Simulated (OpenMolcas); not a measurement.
# How basis sets differ on SnH2Cl2 (SMILES [Cl][SnH2][Cl])

SnH2Cl2: 5 atoms, total charge 0, spin state singlet. As SMILES, `[Cl][SnH2][Cl]`. The shape is that of a PBE0-D4/def2-TZVP optimisation.

Each level gives the HOMO–LUMO gap (eV). The values are calculated.

```tsv
level	kind	program	value (eV)	CPU time
HF/ANO-R0 (sfX2C)	Hartree–Fock	OpenMolcas	12.83	4.4 s
HF/ANO-RCC-MB (DKH2)	Hartree–Fock	OpenMolcas	13.91	4.7 s
HF/STO-3G	Hartree–Fock	OpenMolcas	17.44	2.8 s
HF/3-21G	Hartree–Fock	OpenMolcas	14.25	3.4 s
HF/def2-SVPD (core potential)	Hartree–Fock	OpenMolcas	13.59	13 s
```

All-electron rows without a relativistic Hamiltonian named are non-relativistic, while core potentials hold scalar relativity, so basis and relativity change together. The values span 12.83 to 17.44 eV. A Hartree–Fock LUMO above zero doesn't converge with the basis: it sinks as sets grow more diffuse. Orbital gaps aren't excitation energies. CPU times are rough (shared hosts, several kinds of processor and program).
